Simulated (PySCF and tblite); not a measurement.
Results of a calculation; reference values are marked as such.
C3H5Br, numbered as in [CH2:1]=[CH:2][CH2:3][Br:4].

Search: ETKDG and KDG, MMFF94s, GFN2-xTB, 90 starts; geometries at PBE0-D3(BJ)/def2-SVP. Energies: CAM-B3LYP-D3(BJ)/def2-TZVP, with GFN2-xTB thermal terms (modes under about 100 cm⁻¹ blended into free rotors). Symmetry numbers and mirror images are counted. Conformers within 3 kcal/mol (GFN2-xTB free energy) were kept, 8 at most. Of two unlike H on one atom, a is the less shielded (B97-2/pcSseg-2). Programs: PySCF with density fitting and tblite.

An NOE distance is ⟨r⁻⁶⟩^(−1/6) over all pairs of like atoms and, for the average, over conformers.

Torsions listed: C1–C2–C3–Br4. Of a mirror pair one member is shown.

```json
{"conformer": "1", "shape": "-116°", "weight %": "92.2"}
{"conformer": "2", "shape": "0°", "weight %": "7.8"}
```

Question: Which H–H contacts under 3.5 Å would NOEs report (pairs on one atom left out) at 298.15 K?

Answer: 
| pair | in 1 (Å) | in 2 (Å) | average (Å) |
| --- | --- | --- | --- |
| H1b ··· H2 | 2.45 | 2.43 | 2.45 |
| H2 ··· H3 | 2.73 | 2.52 | 2.71 |
| H1a ··· H3 | 2.70 | 3.59 | 2.73 |
| H1a ··· H2 | 3.09 | 3.08 | 3.09 |

Longer pairs under the limit may be missing.
